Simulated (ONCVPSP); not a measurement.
# Ar: one change to an ONCV potential, before and after

| Property | Result |
| --- | --- |
| Element | argon (Ar) |
| Generator | ONCVPSP 4.0.1 |
| Type | optimised norm-conserving Vanderbilt (ONCV) |
| Functional | BLYP |
| Relativity | scalar-relativistic |
| Frozen core | [Ne] |
| Valence charge | 8 |
| Reference configuration | 3s2 3p5.5 (charge +0.5) |
| Partial waves | 3s: rc 1.25 bohr, ncon 4, nbas 9, qcut 4.8 1/bohr, 2 projectors, debl 2.4 Ha; 3p: rc 1.30 bohr, ncon 4, nbas 8, qcut 5.7 1/bohr, 2 projectors, debl 3.4 Ha |
| Local potential | polynomial inside 1.00 bohr (lpopt 4, dvloc0 3 Ha) |
| Core correction | none |

All-electron outer shells of the reference configuration (BLYP, scalar-relativistic, ld1.x):

| shell | level (eV) | outermost node (bohr) | outermost maximum (bohr) |
| --- | --- | --- | --- |
| 2s | -303.56 | 0.12 | 0.34 |
| 2p | -236.68 | – | 0.28 |
| 3s | -30.12 | 0.52 | 1.17 |
| 3p | -15.85 | 0.49 | 1.26 |

Change: all radii scaled by about 1.16 (s 1.46, p 1.50 bohr); local potential polynomial inside 1.16 bohr (lpopt 4, dvloc0 3 Ha).

Cutoffs: the cutoffs (Ha) at which the residual kinetic energy of the hardest occupied pseudo-wave falls to 1 and 0.1 mHa per electron; they do not see the model core or the augmentation charge, which bear on the density cutoff. Errors are all-electron minus pseudo energies relative to the spin-unpolarised reference configuration.

Q: Predict the effect on cutoff, ghosts and configuration errors.

A: The potential gets softer (87 Ha and 149 Ha → 38 Ha and 106 Ha); of the 4 tests that both files solve, the error grows in 2 and shrinks in 0 by more than 15 % and 0.3 meV (median size 2.1 → 4.9 meV); neither file shows a bound ghost. A larger radius leaves more room for a smooth pseudo-wave, so fewer plane waves are needed.

```json
{"quantity": "cutoff, loose", "base": "87 Ha", "changed": "38 Ha"}
{"quantity": "cutoff, tight", "base": "149 Ha", "changed": "106 Ha"}
{"quantity": "loose cutoff by channel", "base": "s 87 Ha, p 10 Ha", "changed": "s 38 Ha, p 9.3 Ha"}
{"quantity": "bound ghosts", "base": "none", "changed": "none"}
{"quantity": "GHOST(+) flags under 300 eV", "base": "none", "changed": "none"}
{"quantity": "error for 3s2 3p6, meV [ΔE -6.48 eV]", "base": "+1.1", "changed": "+1.2"}
{"quantity": "error for 3s2 3p5, meV [ΔE 9.44 eV]", "base": "-0.3", "changed": "-0.1"}
{"quantity": "error for 3s2 3p4, meV [ΔE 37.95 eV]", "base": "+8.2", "changed": "+10"}
{"quantity": "error for 3s1 3p6, meV [ΔE 24.03 eV]", "base": "-3.2", "changed": "-8.5"}
```
